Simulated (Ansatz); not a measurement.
Start from `[Cl][In]([Cl])[Cl]` and change one element to get `[Cl][Ga]([Cl])[Cl]`.

Ansatz, PBE0-D4/def2-TZVP geometries, multiplicity 1. 

Elements past krypton have def2 core potentials. Scalar relativity is left out up to krypton.

```tsv
property	`[Cl][In]([Cl])[Cl]`
size of the dipole moment (PBE/def2-TZVPP) / D	0.00
size of the dipole moment (B3LYP/def2-TZVPP) / D	0.00
HOMO–LUMO gap (PBE0/def2-TZVPP) / eV	6.57
HOMO energy (PBE0/def2-TZVPP) / eV	-9.46
HOMO energy (B3LYP/def2-TZVPP) / eV	-9.16
zero-point energy (PBE0-D4/def2-TZVP) / kJ/mol	8.5
```

(1) What does the change do to each property? (Best estimate.)

## Answers

(1) Ansatz gave: 
```tsv
property	`[Cl][Ga]([Cl])[Cl]`	shift
size of the dipole moment (PBE/def2-TZVPP) / D	0.00	0.00
size of the dipole moment (B3LYP/def2-TZVPP) / D	0.00	0.00
HOMO–LUMO gap (PBE0/def2-TZVPP) / eV	7.52	0.95
HOMO energy (PBE0/def2-TZVPP) / eV	-9.46	0.00
HOMO energy (B3LYP/def2-TZVPP) / eV	-9.15	0.01
zero-point energy (PBE0-D4/def2-TZVP) / kJ/mol	10.2	1.7
```

B3LYP here is the variant with VWN-RPA as its local correlation; programs differ in this.
